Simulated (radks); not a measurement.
Valence configurations of Eu II (all share [Xe]). All-electron calculation, scalar-relativistic Kohn-Sham, LDA (Slater exchange, Perdew-Wang correlation), spin-polarised, spherical densities, point nucleus; open shells are filled with parallel spins first (spin-orbit coupling, left out, can overturn this in heavy ions). Program: a radial shooting solver on a logarithmic mesh with Libxc functionals. Energies are relative to 4f7 6s1; eigenvalues in eV for spin up.

valence,E (eV),moment (Bohr magnetons),e(4f),e(5d),e(6p),e(6s)
4f7 6s1,0.000,8,-10.515,-,-,-9.139
4f8,4.879,6,-5.445,-,-,-
4f7 6p1,3.392,8,-11.746,-,-6.392,-
4f6 6s2,5.418,6,-18.792,-,-,-10.403
4f6 6s1 6p1,8.510,8,-19.893,-,-7.420,-11.423
4f5 6s1 6p2,25.523,8,-30.506,-,-8.855,-13.515
4f6.5 5d0.5 6s1,1.901,8,-13.345,-8.513,-,-9.521
4f7 5d1,1.507,8,-8.702,-6.560,-,-
4f5 6s2 6p1,22.197,6,-29.528,-,-8.123,-12.636
4f6 5d1 6s1,4.910,8,-16.391,-9.238,-,-9.862

NIST lists [Xe] 4f7 6s1 as the ground configuration; this level of theory agrees among the configurations tried. The energies are those of spherical high-spin densities, not of single terms.
